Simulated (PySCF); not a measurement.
A GIAO shielding run with PySCF (density fitting, non-relativistic, gas phase) on `C=N[SiH2][C@H](C)CC(F)F`, C5H11F2NSi:

```
$ OMP_NUM_THREADS=1 python probes_run.py task.json out

{"job": {"kind": "nmr", "xc": "PBE0", "basis": "pcSseg-1"}, "charge": 0, "multiplicity": 1}
C      2.445230     1.586184    -0.118801
N      1.412073     1.218002     0.477305
Si     0.954330    -0.167420     1.391864
C     -0.386750    -1.073362     0.364993
C      0.132976    -1.495632    -1.007246
C     -1.709381    -0.312311     0.256406
C     -1.619642     1.015101    -0.476558
F     -2.738456     1.755192    -0.240419
F     -1.580885     0.850367    -1.825076
H      3.383565     1.027234    -0.147165
H      2.439709     2.532476    -0.654716
H      0.385546     0.425685     2.600179
H      1.997853    -1.150856     1.710165
H     -0.622302    -1.988939     0.919097
H     -0.627639    -2.050924    -1.554788
H      0.412535    -0.630407    -1.602877
H      1.008859    -2.132590    -0.901181
H     -2.452986    -0.924717    -0.263715
H     -2.090193    -0.092376     1.255973
H     -0.749591     1.619972    -0.186478
```

Hardware: 1 thread of an Arm Neoverse V2, shared host. The job also computes population analyses, field gradients.

(1) How large is the calculation?

(2) How long does it take, and how much memory does it need?

## Answers

(1) 80 electrons, 215 basis functions and 1132 auxiliary functions.

(2) 40 s of wall time, with 14 SCF cycles and 5 response iterations; peak memory 1 GiB. Times on a shared host scatter by some tens of per cent.
